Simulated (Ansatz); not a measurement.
One change: `NC[SiH](O)O` becomes `O[SiH](O)[SiH2][SiH3]`.

Ansatz, PBE0-D4/def2-TZVP geometries, multiplicity 1. Each molecule was computed in one conformer, which needn't be the lowest.

| property | `NC[SiH](O)O` |
| --- | --- |
| HOMO–LUMO gap (B3LYP/def2-TZVPP) / eV | 7.26 |
| LUMO energy (ωB97M-V/def2-TZVPP) / eV | 2.02 |
| size of the dipole moment (B3LYP/def2-TZVPP) / D | 3.10 |
| size of the dipole moment (ωB97M-V/def2-TZVPP) / D | 3.10 |
| HOMO energy (B3LYP/def2-TZVPP) / eV | -7.06 |
| HOMO–LUMO gap (PBE0/def2-TZVPP) / eV | 7.81 |

**Question.** What does the change do to each property? (Best estimate.)

**Answer.** Computed: 
```csv
property,`O[SiH](O)[SiH2][SiH3]`,shift
HOMO–LUMO gap (B3LYP/def2-TZVPP) / eV,7.04,-0.22
LUMO energy (ωB97M-V/def2-TZVPP) / eV,1.40,-0.62
size of the dipole moment (B3LYP/def2-TZVPP) / D,1.19,-1.91
size of the dipole moment (ωB97M-V/def2-TZVPP) / D,1.21,-1.89
HOMO energy (B3LYP/def2-TZVPP) / eV,-7.49,-0.43
HOMO–LUMO gap (PBE0/def2-TZVPP) / eV,7.43,-0.38
```

With PBE0 the HOMO falls by 0.41 eV and the LUMO falls by 0.78 eV, so the gap narrows by about 0.37 eV. PBE moves the HOMO by -0.72 eV and ωB97M-V by -0.05 eV. Dipoles are sizes alone; their direction can turn.

B3LYP here is the variant with VWN-RPA as its local correlation; programs differ in this.
